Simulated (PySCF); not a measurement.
Worked example: entropy of an ideal gas

HOSi, SMILES [OH+]=[Si] (connectivity only; charge and spin as stated), charge +1, multiplicity 1.

Geometry: B3LYP-D3(BJ)/def2-TZVPD. The isomer is the one that the SMILES or the coordinates give; other isomers of the formula were not compared.

B3LYP-D3(BJ)/def2-TZVPD run with PySCF gives the harmonic wavenumbers 363, 363, 1120, 3784 cm⁻¹ and the rotational temperature 0.8655 K. The molar mass is 45.09 g/mol, the symmetry number 1, the spin multiplicity 1.

Task: Work out the entropy at 298.15 K and 1 atm in the rigid-rotor, harmonic-oscillator model.

Result: 
Translation (Sackur–Tetrode at 1 atm): S = R[1.5 ln M + 2.5 ln T − 1.16487] = 156.2 J/(mol K).
Rotation: q = T/(σ θ) = 344, S = R[ln q + 1] = 56.9 J/(mol K).
Vibration: with u = 1.4388 ν/T, each mode gives R[u/(e^u − 1) − ln(1 − e^−u)]:
```
ν (cm⁻¹)  modes     u  S (J/(mol K))
--------  -----  ----  -------------
363           2  1.75           9.28
1120          1  5.40           0.24
```
The stiffer modes add less than 0.005 each. Sum 9.5 J/(mol K).
Spin: R ln 1 = 0.0 J/(mol K).
Total 222.7 J/(mol K); the program's own thermochemistry gives 222.7. Translation makes up 70 % and vibration 4 %. Anharmonicity, hindered rotation and orbital degeneracy are left out.
